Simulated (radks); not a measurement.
Values are calculated unless marked as measured or tabulated.
Q: Species: Dy. Configuration: [Xe] 4f10 6s2. Level of theory: scalar-relativistic Kohn-Sham, SOGGA, spin-polarised, spherical densities, point nucleus; open shells are filled with parallel spins first (spin-orbit coupling, left out, can overturn this in heavy ions) (a radial shooting solver on a logarithmic mesh with Libxc functionals). Some entries of the table are withheld. Estimate them.

| orbital | occ. | eigenvalue (hartree) | <1/r> (bohr^-1) | <r> (bohr) |
|---|---|---|---|---|
| 1s up | 1 | -1971.251 | 74.56 | 0.02112 |
| 1s down | 1 | -1971.251 | 74.56 | 0.02112 |
| 2s up | 1 | -328.2558 | 17.32 | 0.08979 |
| 2s down | 1 | -328.2541 | 17.32 | 0.08979 |
| 2p up | 3 | -291.2770 | 16.09 | 0.07947 |
| 2p down | 3 | -291.2757 | 16.09 | 0.07946 |
| 3s up | 1 | -73.07496 | 6.372 | 0.2347 |
| 3s down | 1 | -73.01646 | 6.376 | 0.2346 |
| 3p up | 3 | -61.72479 | 5.973 | 0.2335 |
| 3p down | 3 | -61.66653 | 5.976 | 0.2334 |
| 3d up | 5 | -47.12131 | 5.666 | 0.2122 |
| 3d down | 5 | -47.07650 | 5.669 | 0.2121 |
| 4s up | 1 | -14.49193 | 2.689 | 0.5300 |
| 4s down | 1 | -14.36486 | 2.688 | 0.5301 |
| 4p up | 3 | -10.75511 | 2.465 | 0.5618 |
| 4p down | 3 | -10.62942 | 2.464 | 0.5619 |
| 4d up | 5 | -5.66819 | 2.174 | 0.6097 |
| 4d down | 5 | -5.54429 | 2.171 | 0.6104 |
| 5s up | 1 | -1.82525 | 1.023 | 1.296 |
| 5s down | 1 | -1.76155 | 1.011 | 1.308 |
| 5p up | 3 | -0.95128 | 0.8503 | 1.537 |
| 5p down | 3 | -0.90533 | 0.8367 | 1.559 |
| 4f up | 7 | -0.15882 | 1.567 | 0.8627 |
| 6s up | 1 | -0.13730 | 0.3065 | 4.082 |
| 6s down | 1 | -0.13331 | 0.3011 | 4.149 |
| 4f down | 3 | -0.05197 | 1.523 | 0.9205 |
| 5d up | 0 | -0.04550 | 0.4108 | 3.383 |
| 6p up | 0 | -0.04062 | 0.2119 | (1) |
| 6p down | 0 | -0.03962 | 0.2084 | (2) |
| 5d down | 0 | -0.03598 | 0.3813 | 3.669 |

A: 
(1) 6p up <r> (bohr): 5.873
(2) 6p down <r> (bohr): 5.973
